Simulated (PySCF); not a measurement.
## Structure from 2D NMR

Compound of formula C₆H₅NO. Correlations simulated from computed shifts and the bond graph:

HSQC (one-bond C–H):
```tsv
δH	δC
10.46	203.3
9.34	168.8
9.21	168.4
8.73	146.5
7.66	133.3
```

COSY cross peaks (H two or three bonds apart, from the bond graph; peaks can be absent where the dihedral angle is near 90°):
```tsv
δH	δH
9.21	7.66
8.73	7.66
```

HMBC (two and three bonds, from the bond graph):
```tsv
δH	δC
10.46	168.8, 146.5, 141.9
9.34	203.3, 168.4, 146.5, 141.9
9.21	168.8, 146.5, 133.3
8.73	203.3, 168.8, 168.4, 141.9, 133.3
7.66	168.4, 146.5, 141.9
```

Carbons without hydrogens: δ 141.9.

Gas phase, non-relativistic Hamiltonian, single conformer. Structure optimised with PBE0-D3(BJ)/def2-TZVP; shielding tensors at wB97X-D/pcSseg-2 (GIAO); PySCF 2.14.0 with density-fitted response routines.

Chemical shifts δ = σref − σ; ¹H (31.63 ppm) and ¹³C (186.29 ppm) vs TMS, all at this level.

Exchangeable hydrogens are left out of these lists.

Q: Assemble the structure.

A: 3-Pyridine Carbaldehyde.

Mapped SMILES: `[O:1]=[CH:2][c:3]1[cH:4][cH:5][cH:6][n:7][cH:8]1`. Each H is labelled by its parent atom.

- δC 203.3 is C2, an aldehyde carbonyl carbon (δH 10.46).
- δC 168.8 is C8, an aromatic CH next to a ring nitrogen (δH 9.34).
- δC 168.4 is C6, an aromatic CH next to a ring nitrogen (δH 9.21).
- δC 146.5 is C4, an aromatic CH (δH 8.73).
- δC 141.9 is C3, a substituted aromatic carbon.
- δC 133.3 is C5, an aromatic CH (δH 7.66).
- HMBC from δH 10.46 reaches the proton-free carbon C3.
- HMBC from δH 9.34 reaches the proton-free carbon C3.
- HMBC from δH 8.73 reaches the proton-free carbon C3.
- HMBC from δH 7.66 reaches the proton-free carbon C3.
- COSY links 9.21–7.66, 8.73–7.66.

The shifts were computed for this structure.

Shifts are as computed. Against solution values, carbons near 30 ppm lie about +3 ppm off and those near 130 ppm about +10 ppm. Of 1211 compounds with measured shifts, 218 miss one by over three times the rms of a fit or turn the order of signals round; such compounds aren't used in these exercises.
